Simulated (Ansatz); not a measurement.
`C[SiH](F)C#N` + `N#C[SiH](C#N)C#N` → `N#C[Si](C#N)(C#N)C#N` + `C[SiH2]F` at 298.15 K and 1 bar (formal exchange of groups at a C–Si bond).

Gas-phase electronic energies from Ansatz, PBE0-D4/def2-TZVP geometries. CCSD(T)/CBS adds triple-zeta CCSD(T) − MP2 to the extrapolated MP2 energy (def2 sets, frozen cores).

```
               species  CCSD(T)/CBS energy (Eh)  H − E (kJ/mol)  S (J/(mol·K))
        `C[SiH](F)C#N`               -522.15876           169.6          333.3
    `N#C[SiH](C#N)C#N`               -567.90600           114.0          360.2
`N#C[Si](C#N)(C#N)C#N`               -660.04610           120.2          395.6
            `C[SiH2]F`               -430.00374           162.8          286.2
```

H − E and S are ideal-gas, rigid-rotor, harmonic terms from PBE0-D4/def2-TZVP, for one conformer and one mirror image of each species. 1 Eh = 2625.50 kJ/mol, R = 8.31446 J/(mol·K).

Question: By hand: ΔE, ΔH, ΔS and ΔG.

Answer: ΔE = (-660.04610) + (-430.00374) − (-522.15876) − (-567.90600) = 0.01492 Eh = 39.2 kJ/mol. Δ(H − E) = 120.2 + 162.8 − 169.6 − 114.0 = -0.6, so ΔH = 38.6 kJ/mol. ΔS = 395.6 + 286.2 − 333.3 − 360.2 = -11.7 J/(mol·K). ΔG = 38.6 − 298.15 × (-11.7)/1000 = 42.1 kJ/mol.

Question: By hand: the equilibrium constant, and the temperature at which ΔG would vanish if ΔH and ΔS stayed fixed.

Answer: log₁₀ K = −ΔG/(RT ln 10) = -7.4. ΔH and −TΔS have one sign here, so there is no such temperature.

The number of gas molecules stays the same, so ΔS is small and ΔH decides. A doubt of 5 kJ/mol in ΔE shifts log₁₀ K by 0.9 here. Other conformers and mirror images would add mixing entropy, several J/(mol·K) or more a flexible species. These are equilibria of isolated gas molecules and say nothing of rates. Largest T1 diagnostic: 0.015 (customary marks: 0.02 for closed shells, 0.045 for open ones).

ΔS is within the doubt of such terms, so its sign, and with it that verdict, could turn.
